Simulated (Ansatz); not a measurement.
C2H8GeSi, SMILES `[SiH3][CH]1[CH2][GeH2]1` from Hartree–Fock to CCSD(T)

```
atom   x (Å)   y (Å)   z (Å)
 Si1  -0.298   1.436   0.931
  C2  -0.620  -0.161   0.060
  C3   0.325  -1.351   0.264
 Ge4   0.444  -0.608  -1.519
  H5  -1.073   2.542   0.307
  H6  -0.651   1.376   2.380
  H7   1.155   1.751   0.838
  H8  -1.670  -0.427  -0.042
  H9   1.172  -1.202   0.927
 H10  -0.134  -2.327   0.378
 H11   1.615   0.299  -1.867
 H12  -0.266  -1.327  -2.658
```

The species carries charge 0 and has multiplicity 1. Correlated methods include outer-core shells of Ge, which these sets cover unevenly. Scalar relativity is left out up to krypton. Geometry: relaxed with PBE0-D4/def2-TZVP. Frozen core, restricted reference, the Gaussian-basis code of Ansatz.

| basis | HF (Eh) | MP2 corr. | CCSD corr. | (T) | CCSD(T) total |
| --- | --- | --- | --- | --- | --- |
| def2-SVP | -2444.21986 | -0.62033 | -0.66701 | -0.02183 | -2444.90870 |
| def2-TZVPP | -2444.67390 | -0.73653 | -0.77957 | -0.03206 | -2445.48553 |
| def2-QZVPP | -2444.72861 | -1.03130 | – | – | – |
